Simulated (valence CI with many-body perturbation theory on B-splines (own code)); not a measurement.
Which ion has this spectrum?

A relativistic CI+MBPT calculation for an atom or ion with 16 electrons gives these levels (eV):

```csv
J,Parity,E,g
2,even,0.00,1.33
0,even,20.84,
2,odd,247.17,1.04
1,odd,256.28,1.10
0,odd,256.51,
3,odd,256.72,1.08
4,odd,348.07,1.25
2,odd,355.55,1.23
3,odd,375.15,1.20
1,odd,387.20,1.05
1,even,421.14,1.49
2,even,431.10,1.14
2,even,504.95,0.75
0,even,530.76,
```

The energies are calculated, and their last digits are not significant.

(1) Which is it?
A. Ir61+
B. Hg64+
C. Pt62+
D. Os60+

Answers

(1) A. Ir61+, ground level (3s^2 3p1/2^2 3p3/2^2) J=2.
